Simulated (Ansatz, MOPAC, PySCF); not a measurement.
Stepwise substitution at one centre (Si OH-SH). All species are isolated molecules in the gas phase. One relaxed conformer stands for each flexible species; it need not be the lowest. Strings in code marks are SMILES.

Quantity: redistribution energy (mixed species minus the weighted end members), in kcal/mol. Semi-empirical values (MOPAC) are differences of heats of formation.

Level 1: ωB97X-D3(BJ)/def2-TZVP (PySCF)
Level 2: frozen-core MP2/cc-pVTZ // ωB97X-D3(BJ)/def2-TZVP (Ansatz, a quantum-chemistry and plane-wave program)
Level 3: PBE/6-31G* // ωB97X-D3(BJ)/def2-TZVP (PySCF)
Level 4: PM7 // ωB97X-D3(BJ)/def2-TZVP (MOPAC)

| species | level 1 | level 2 | level 3 | level 4 |
|---|---|---|---|---|
| 1 of 4 OH replaced by SH: `O[Si](O)(O)S` | 1.61 | 1.94 | 0.30 | -1.97 |
| 2 of 4 OH replaced by SH: `O[Si](O)(S)S` | 3.02 | 3.50 | 0.98 | -2.35 |
| 3 of 4 OH replaced by SH: `S[Si](O)(S)S` | 2.06 | 2.43 | 0.85 | -1.21 |
